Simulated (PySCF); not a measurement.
# Frontier orbitals and the lowest excitations

Species: tiglic acid, C5H8O2.
Structure used (PBE0-D3(BJ)/def2-SVP), in Å, numbered top down from 1:
```xyz
15
C5H8O2 angstrom
C     -1.981    0.490    0.119
C     -0.506    0.667    0.182
C      0.436   -0.293    0.128
C      0.201   -1.764   -0.004
C      1.872    0.081    0.211
O      2.773   -0.723    0.199
O      2.105    1.401    0.300
H     -2.401    1.068   -0.721
H     -2.454    0.891    1.031
H     -2.291   -0.556    0.004
H     -0.152    1.698    0.286
H      0.642   -2.303    0.849
H      0.704   -2.155   -0.902
H     -0.865   -2.012   -0.063
H      3.068    1.493    0.346
```

Computed with TDDFT CAM-B3LYP/def2-SVPD, vertical, gas phase, core orbitals frozen in the response (PySCF).

Frontier orbitals with the atoms that hold most of them (Löwdin shares over 4%, at most four atoms; ? is withheld):

```csv
orbital,ε (eV),atoms
HOMO-3,-11.62,"C2 20%, C1 18%, C4 13%, H11 12%"
HOMO-2,-10.79,"O7 42%, O6 41%, C5 12%"
HOMO-1,-9.60,?
HOMO,?,?
LUMO,-0.03,"C2 25%, C5 19%, O6 16%, C3 16%"
LUMO+1,1.04,"O7 22%, C5 18%, C2 10%, H15 9%"
LUMO+2,1.45,"C1 20%, O7 19%, H15 10%, H10 8%"
```

(1) Give the leading atoms of the HOMO.

(2) Which atoms hold the HOMO-1, and with what shares?

(3) What is the HOMO energy, and the HOMO–LUMO gap?

## Answers

(1) C3 (bonded to 3 C) 32%; C2 (bonded to 2 C and H) 29%; C4 (bonded to C and 3 H) 8%; C1 (bonded to C and 3 H) 7%.

(2) O6 (bonded to C) 66%; O7 (bonded to C and H) 12%; C5 (bonded to C and 2 O) 9%; C3 (bonded to 3 C) 6%. By element: oxygen 77%, carbon 15% or more.

(3) ε(HOMO) = -8.82 eV; the gap is 8.79 eV (0.3230 hartree).

**Question.** How does S1 compare with the orbital gap of 8.79 eV?

**Answer.** S1 is at 5.28 eV (f = 0.0001), 3.51 eV below the gap, made of HOMO-1→LUMO (92%). Its leading pair isn't HOMO and LUMO; the energies of that pair differ by 9.57 eV. Without the coupling terms of the response equations the lowest excitation would equal the gap.

**Question.** One configuration dominates each of S1, S2 and S3. Which, and how do the shares of the two leading atoms of either orbital change from the occupied to the empty one?

**Answer.** 
- S1 (5.28 eV, f 0.0001), HOMO-1→LUMO (92%): O6 66% → 16%, O7 12% → at most 17%, C2 at most 7% → 25%, C5 9% → 19%
- S2 (6.02 eV, f 0.426), HOMO→LUMO (96%): C3 32% → 16%, C2 29% → 25%, C5 at most 8% → 19%
- S3 (7.06 eV, f 0.0001), HOMO→LUMO+1 (85%): C3 32% → at most 9%, C2 29% → 10%, O7 at most 8% → 22%, C5 at most 8% → 18%

One conformer stands for the species.
